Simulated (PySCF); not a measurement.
C4F6. Atoms are numbered in the order given.

```xyz
10

F     -1.3375     2.1969     0.0000
C     -0.0683     1.8682     0.0000
F      0.7221     2.9162     0.0000
C      0.4005     0.6076     0.0000
F      1.7294     0.4367     0.0000
C     -0.4005    -0.6076     0.0000
F     -1.7294    -0.4367     0.0000
C      0.0683    -1.8682     0.0000
F      1.3375    -2.1969     0.0000
F     -0.7221    -2.9162     0.0000
```
Charge 0, spin multiplicity 1.

Coordinates come from a B3LYP-D3(BJ)/def2-SVP optimisation. One conformer was computed; it need not be the lowest.

The numbers are results of PySCF with TDA-PBE0/def2-SVPD, not measurements.

Vertical excitations. Isolated molecule, no solvent. State labels are in the subgroup C2h.

Computed UV-visible absorptions:
| state | symmetry | energy (eV) | λ (nm) | f | main pairs |
|---|---|---|---|---|---|
| S1 | Au | 5.58 | 222 | 0.002 | HOMO→LUMO+1 98 % |
| S2 | Bg | 6.26 | 198 | 0.000 | HOMO→LUMO+2 98 % |
| S3 | Bu | 6.48 | 191 | 1.084 | HOMO→LUMO 94 % |
| S4 | Au | 6.97 | 178 | 0.018 | HOMO→LUMO+3 98 % |
| S5 | Ag | 7.07 | 175 | 0.000 | HOMO−1→LUMO 77 %, HOMO→LUMO+4 23 % |
| S6 | Bg | 7.48 | 166 | 0.000 | HOMO−1→LUMO+1 73 %, HOMO→LUMO+5 17 % |
| T1 | Bu | 3.13 | 396 | 0 | HOMO→LUMO 96 % |
| T2 | Ag | 5.09 | 243 | 0 | HOMO−1→LUMO 71 %, HOMO→LUMO+4 27 % |
Triplets are in the Tamm–Dancoff approximation.
